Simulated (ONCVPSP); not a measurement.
# Ranking ONCV potentials for V

All share these settings but for the change named:

vanadium, optimised norm-conserving Vanderbilt (ONCV), made with ONCVPSP 4.0.1 (PBE, scalar-relativistic). Core [Ne], reference 3s2 3p6 3d3 4s1 4p1. Waves: 3s+4s: rc 1.30 bohr, ncon 4, nbas 9, qcut 11.1 1/bohr, 2 projectors; 3p+4p: rc 2.00 bohr, ncon 4, nbas 8, qcut 7.5 1/bohr, 2 projectors; 3d: rc 2.25 bohr, ncon 5, nbas 10, qcut 5.7 1/bohr, 3 projectors, debl 0.7 Ha. Local part: polynomial inside 1.00 bohr (lpopt 4, dvloc0 6 Ha). Core correction: polynomial model core, fcfact 0.5.

Test errors are all-electron minus pseudo excitation energies from the reference, over 3s2 3p6 3d3 4s2 4p0; 3s2 3p6 3d3 4s1 4p0; 3s2 3p6 3d3 4s0 4p0; 3s2 3p6 3d4 4s0 4p0. None of these files shows a bound ghost.

The base gives 144.2 meV.

Of 5 variants that were run, those that failed, showed a ghost or another fault, or gave nearly equal values are left out.

A variant can come out equal or close to the base, since the largest error may sit in a test that the change hardly touches while other tests move.

(1) Rank these variants by their largest absolute test error, smallest first.
A. d: ncon 3, nbas 8
B. local potential polynomial inside 1.00 bohr (lpopt 4, dvloc0 10 Ha)
C. d: rc 2.72

Results:

(1) B (144.2 meV), A (204.6 meV), C (245.4 meV).
